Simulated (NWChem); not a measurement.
C$_{4}$H$_{7}$F; SMILES C(/CC)=C/F

```xyz
12

C      0.2905     2.1316     0.3909
C      0.2016     0.9343    -0.5510
C     -0.8020    -0.0846    -0.1124
C     -0.5392    -1.3597     0.1594
F      0.6847    -1.8820     0.0532
H      1.0140     2.8741     0.0211
H      0.6081     1.8217     1.3983
H     -0.6834     2.6371     0.4912
H     -0.0699     1.2896    -1.5615
H      1.1865     0.4526    -0.6481
H     -1.8438     0.2285     0.0133
H     -1.2798    -2.0956     0.4856
```
Atoms are numbered in this order, from 1.

Program: NWChem. Medium grid unless said otherwise, to which SCAN and Minnesota functionals are sensitive. Coordinates come from a PBE0/def2-SVP optimisation.

Question: Order these by “orbital gap (eV)”, lowest first: PBE/def2-TZVP; M06-2X/def2-TZVP; B3LYP/def2-TZVP; Hartree-Fock/def2-TZVP.

Answer: PBE/def2-TZVP (5.45), B3LYP/def2-TZVP (7.20), M06-2X/def2-TZVP (9.84), Hartree-Fock/def2-TZVP (13.62)
